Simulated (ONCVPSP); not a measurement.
**What the settings do to the ONCV potential of S (Z = 16)**

Base potential:

* Element: sulfur (S)
* Generator: ONCVPSP 4.0.1
* Type: optimised norm-conserving Vanderbilt (ONCV)
* Functional: LDA (Perdew-Wang 92)
* Relativity: scalar-relativistic
* Frozen core: [He]
* Valence charge: 14
* Reference configuration: 2s2 2p6 3s2 3p3 (charge +1)
* Partial waves: 2s+3s: rc 0.85 bohr, ncon 4, nbas 8, qcut 15.8 1/bohr, 3 projectors, debl 0.8 Ha; 2p+3p: rc 0.90 bohr, ncon 4, nbas 9, qcut 18 1/bohr, 2 projectors; d scattering state at 0.3 Ha: rc 0.90 bohr, ncon 4, nbas 9, qcut 12.3 1/bohr, 1 projector
* Local potential: polynomial inside 0.80 bohr (lpopt 5, dvloc0 4 Ha)
* Core correction: none

In the s channel the program set the typed energies aside and used -8.177, -1.015, 0.250 Ha.

All-electron outer shells of the reference configuration (LDA (PZ), scalar-relativistic, ld1.x):

```
shell  level (eV)  outermost node (bohr)  outermost maximum (bohr)
   1s    -2409.18                      –                      0.06
   2s     -222.51                   0.13                      0.39
   2p     -168.26                      –                      0.33
   3s      -27.63                   0.60                      1.39
   3p      -16.88                   0.58                      1.55
```

Cutoffs, loose and tight: the cutoffs (Ha) at which the residual kinetic energy of the hardest occupied pseudo-wave falls to 1 and 0.1 mHa per electron. They do not see the model core or the augmentation charge, which bear on the density cutoff. Test errors are all-electron minus pseudo excitation energies from the reference, over the configurations 2s2 2p6 3s2 3p4; 2s2 2p6 3s2 3p2; 2s2 2p6 3s2 3p1; 2s1 2p6 3s2 3p4. A dash means not determined; rows that change the core or the reference have their own tests.

1 further variants are left out, since the program set their typed debl aside.

A true bound ghost makes a file unfit for plane-wave use even where its test errors are small: the radial tests pick states by their node count and pass the ghost by.

| change | outcome | cutoff, loose | cutoff, tight | bound ghosts | GHOST(+) flags above zero | largest test error (meV) |
| --- | --- | --- | --- | --- | --- | --- |
| base | generated, projector energies reset by the program | 117 Ha | 133 Ha | none | none | -561 |
| d: rc 1.08 | generated, projector energies reset by the program | 117 Ha | 133 Ha | none | none | -561 |
| s: nproj 4 | generated, projector energies reset by the program, misses its reference levels by 0.16 eV | 117 Ha | 133 Ha | s | none | -403 |
| local potential polynomial inside 0.65 bohr (lpopt 5, dvloc0 1 Ha) | generated, projector energies reset by the program | 117 Ha | 133 Ha | none | none | -558 |
| functional BLYP | generated, projector energies reset by the program | 118 Ha | 133 Ha | none | none | -571 |
| reference 2s2 2p6 3s2 3p3.75 | generated | 117 Ha | 133 Ha | none | none | +860 |
| all radii scaled by about 1.04 (s 0.88, p 0.94, d 0.94 bohr); local potential polynomial inside 0.84 bohr (lpopt 5, dvloc0 4 Ha) | generated, projector energies reset by the program | 113 Ha | 128 Ha | none | none | -610 |
| p: ncon 5, nbas 10 | generated, projector energies reset by the program | 124 Ha | 139 Ha | none | none | -533 |
